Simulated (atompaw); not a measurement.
**Before and after: PAW (atompaw) potential for Ga**

| Property | Result |
| --- | --- |
| Element | gallium |
| Generator | atompaw 4.2.0.5 |
| Type | PAW |
| Functional | PBE |
| Relativity | scalar-relativistic |
| Frozen core | [Ar] 3d10 |
| Valence charge | 3 |
| Reference configuration | 4s1.5 4p1.5 |
| Partial waves | 4s (bound): rc 2.95 bohr; 4s channel at 1.85 Ry: rc 1.70 bohr; 4p (bound): rc 2.95 bohr; 4p channel at 0.45 Ry: rc 2.95 bohr; 4d channel at -0.15 Ry: rc 2.95 bohr; 4d channel at 1.05 Ry: rc 2.95 bohr |
| Local potential | bessel scheme, radius 2.55 bohr |
| Core correction | smooth core density matched at 1.65 bohr |
| Augmentation charge | sinc compensation charge, radius 2.45 bohr; PAW radius 2.95 bohr; waves and projectors: custom polynom2 7 10 vanderbiltortho |

Change: augmentation sinc compensation charge, radius 2.45 bohr; PAW radius 2.95 bohr; waves and projectors: custom polynom gramschmidtortho.

Cutoffs: the cutoffs (Ry, on a coarse ladder) from which the occupation-weighted sum of valence levels, in a spherical-Bessel basis at the reference potential, stays within 10 and 1 mRy of its value at 400 Ry; they do not see the model core or the augmentation charge, which bear on the density cutoff.

What does the change do?

The potential gets softer (8 Ry and 18 Ry → 6 Ry and 6 Ry); the range in which the s phases agree widens (upper end 1.2 → 2.4); neither file shows a bound ghost.

| quantity | base | changed |
| --- | --- | --- |
| cutoff, loose | 8 Ry | 6 Ry |
| cutoff, tight | 18 Ry | 6 Ry |
| bound ghosts | none | none |
| s: phases at 2.97 bohr within 0.05 rad from the reference energy up to (Ry; the scan ends near 5) | 1.2 | 2.4 |
| p: phases at 2.97 bohr within 0.05 rad from the reference energy up to (Ry; the scan ends near 5) | 2.8 | 2.9 |
| d: phases at 2.97 bohr within 0.05 rad from the reference energy up to (Ry; the scan ends near 5) | 2.4 | 1.4 |
| lowest overlap eigenvalue by channel | s 0.83, p 0.86, d 1.00 | s 0.62, p 0.89, d 1.00 |

 The cutoffs see the waves, projectors and local potential, not the compensation charge or the core.
